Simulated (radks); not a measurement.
Results of a calculation; reference values are marked as such.
Task: Ionisation of Tl+, [Hg], to Tl2+, [Xe] 4f14 5d10 6s1, under several functionals. Dirac Kohn-Sham, spin-unpolarised, spherical densities, point nucleus; a radial shooting solver on a logarithmic mesh with Libxc functionals. Known Delta-SCF values: LDA (Slater exchange, Perdew-Wang correlation) 21.197 eV; exchange-only LDA 19.932 eV. What does HCTH/407 give, and what is its highest occupied eigenvalue?

Result: 20.838 eV by Delta-SCF; the 6s1/2 eigenvalue is -16.375 eV. NIST: 20.428 eV (measured).

Beside tabulated values, note that spin-unpolarised runs miss the spin-polarisation part of the exchange energy of open shells.
